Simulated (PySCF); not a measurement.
## How methods differ on the excitation energy of Ge

Ge [Ar] 3d10 4s2 4p2 (3P) → Ge [Ar] 3d10 4s2 4p1 4d1 (high-spin determinant), as a difference of total energies. All numbers are calculated (PySCF 2.14, scalar relativity by spin-free X2C-1e, in aug-cc-pVDZ-DK). Correlated levels: valence: [Ar] 3d10 frozen. The calculations carry no spin-orbit coupling.

```tsv
method	excitation energy (eV)
UHF	7.457
LDA	6.975
PBE	6.807
PBE0	7.038
r2SCAN	7.226
BHandHLYP	7.220
M06-L	6.923
r2SCANh	7.272
TPSSh	7.020
MP2 (valence)	7.500
SCS-MP2 (valence)	7.452
```

Question: How much does correlation contribute at MP2 (valence)?

Answer: 7.500 − (7.457) = 0.043 eV, measured against UHF.

A first-order spin-orbit estimate (lowest level to lowest level, LS coupling) adds 0.020 eV.

The promoted electron is Rydberg-like, and one or two diffuse shells describe it only roughly, which tends to raise the upper state.

In the upper state the promoted electron has a positive orbital energy at LDA, PBE, PBE0, r2SCAN, BHandHLYP, M06-L, r2SCANh, TPSSh, so the basis confines it.

The determinant of the upper state mixes LS terms, which raises its energy above the lowest term, most at the Hartree-Fock and MP2 levels.
